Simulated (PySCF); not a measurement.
## Dipole response of Fe (iron, neutral)

[Ar] 3d6 4s2, high-spin 5D determinant. Calculation: PySCF 2.14, in aug-cc-pVTZ with one added diffuse shell each of s, p, d, f, g type (9s8p6d4f3g, 118 functions); no relativity, point nucleus. Coupled (time-dependent) response in atomic units; α is the mean over directions.

```csv
method,mean α (bohr³),"α xx, yy, zz",C₆ (like pair),S(−4)
UHF,85.76,"84.57, 84.57, 88.14",824.7,7143
PBE,63.52,"62.77, 62.77, 65.01",573.1,2264
```

S(−4) is the Cauchy moment in α(ω) = α(0) + S(−4) ω² + …

Reference α: 62 ± 4 bohr³ (recommended; Schwerdtfeger and Nagle, table of static dipole polarizabilities (2023 update)). Published C₆: 482.0 (Chu and Dalgarno (2004); Tang, Norbeck and Certain (1976)).

Hartree-Fock lies above the reference because it lacks correlation, which contracts the outer shell.

α(iu) at PBE:

```csv
u (hartree),α(iu) (bohr³)
0,63.52
0.0500,58.45
0.100,47.81
0.200,29.18
0.300,18.72
0.500,9.720
0.750,5.655
1.00,3.865
1.50,2.271
2.00,1.550
3.00,0.8853
5.00,0.4130
```

The components differ because the open shell of this determinant is not spherical; for a pure term their mean is the scalar polarisability.
